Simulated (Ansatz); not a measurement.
Cost and result for the atomization energy of C2H7GaSn, SMILES `C=[C]([GaH2])[SnH3]` (11 atoms, 10 bonds).

```xyz
11

C     0.3515    0.1206    1.5904
C     0.2347   -0.0175    0.2647
Ga    1.8472   -0.5042   -0.7329
Sn   -1.6722    0.2937   -0.6393
H     1.3032   -0.0266    2.1046
H    -0.4809    0.3866    2.2443
H     1.8076   -0.7076   -2.2890
H     3.1707   -0.6809    0.0979
H    -2.7949    0.6970    0.5879
H    -1.5842    1.5622   -1.7816
H    -2.1825   -1.1233   -1.4472
```

Total charge 0; spin multiplicity 1. Correlated methods include outer-core shells of Ga, Sn, which these sets cover unevenly. Scalar relativity is left out up to krypton. Sn: def2 effective core potential. Geometry: relaxed with PBE0-D4/def2-TZVP. Program: Ansatz. Hardware: A = 2 threads of an AMD EPYC 7R13 on a shared host; B = 2 threads of an AMD EPYC 7R13 on a shared host and a share of an NVIDIA H100 80 GB. Times are those of one run each, without the atoms' runs, and a repeat can differ threefold. Electronic energies, without spin–orbit coupling; frozen cores. CCSD(T)/CBS adds CCSD(T) − MP2 in def2-TZVPP to the MP2 limit, and its time is that of the two runs behind it. T1 = 0.013. With those shells the extrapolation isn't a true limit. B3LYP takes the VWN-RPA correlation (the form of Gaussian; ORCA's B3LYP/G). HSE06 is the plane-wave form, built on full-range PBE exchange.

CCSD(T)/CBS is a level of theory with its own doubt, some kJ/mol a heavy atom from the limit and from the frozen cores, so smaller differences don't rank the functionals.

| level | functions | wall time |
| --- | --- | --- |
| revPBE-D4/def2-TZVPP [A] | 258 | 3.5 s |
| BLYP-D4/def2-TZVPP [A] | 258 | 3.7 s |
| PBE-D4/def2-TZVPP (with forces) [A] | 258 | 4.7 s |
| HSE06-D4/def2-TZVPP [A] | 258 | 7.5 s |
| BHLYP-D4/def2-TZVPP [A] | 258 | 8 s |
| CCSD(T)/def2-SVP [B] | 121 | 8 s |
| CAM-B3LYP-D4/def2-TZVPP [A] | 258 | 8.5 s |
| r2SCAN-D4/def2-TZVPP (with forces) [A] | 258 | 9 s |
| B3LYP-D4/def2-TZVPP (with forces) [A] | 258 | 10 s |
| CCSD(T)/def2-TZVPP [B] | 258 | 14 s |
| B97M-V/def2-TZVPP [A] | 258 | 16 s |
| MP2/def2-QZVPP [B] | 495 | 19 s |
| CCSD(T)/CBS(def2) | – | 33 s |

(1) What atomization energy does each give, and how far from CCSD(T)/CBS? (An estimate is asked.)

## Answers

(1) The calculation gave: 
```tsv
level	atomization (kcal/mol)	difference from CCSD(T)/CBS	per bond
revPBE-D4/def2-TZVPP [A]	778.4	-18.8	-1.9
BLYP-D4/def2-TZVPP [A]	781.6	-15.6	-1.6
PBE-D4/def2-TZVPP (with forces) [A]	795.5	-1.7	-0.2
HSE06-D4/def2-TZVPP [A]	788.4	-8.8	-0.9
BHLYP-D4/def2-TZVPP [A]	774.0	-23.2	-2.3
CCSD(T)/def2-SVP [B]	753.0	-44.2	-4.4
CAM-B3LYP-D4/def2-TZVPP [A]	793.3	-3.9	-0.4
r2SCAN-D4/def2-TZVPP (with forces) [A]	792.5	-4.7	-0.5
B3LYP-D4/def2-TZVPP (with forces) [A]	788.0	-9.2	-0.9
CCSD(T)/def2-TZVPP [B]	781.7	-15.5	-1.5
B97M-V/def2-TZVPP [A]	803.2	6.0	0.6
MP2/def2-QZVPP [B]	788.3	-8.9	-0.9
CCSD(T)/CBS(def2)	797.2	0.0	0.0
```

Leaving LDA and LC-ωPBE aside and taking each functional with its dispersion term where it has one, the values spread over 29.2 kcal/mol, from BHLYP-D4 to B97M-V. LDA lies +108.8 kcal/mol from PBE without D4, its usual overbinding. At CCSD(T), def2-SVP lies −44.2 kcal/mol from the extrapolated value and def2-TZVPP −15.5 kcal/mol: correlation converges slowly with the basis, and small sets miss more of it in the bonded molecule than in its fragments. In def2-TZVPP, CCSD(T) changes the Hartree–Fock value by +204.3 kcal/mol (the triples alone add +11.8 kcal/mol) and MP2 by +201.7 kcal/mol; breaking electron pairs costs correlation energy, which Hartree–Fock lacks.

Spin–orbit coupling would lower the free Sn atoms strongly, and the atomization energy with them, by more than many differences here. For some Ge, Se and Sn compounds the MP2-based and the directly extrapolated limit differ by 10 to 25 kJ/mol.
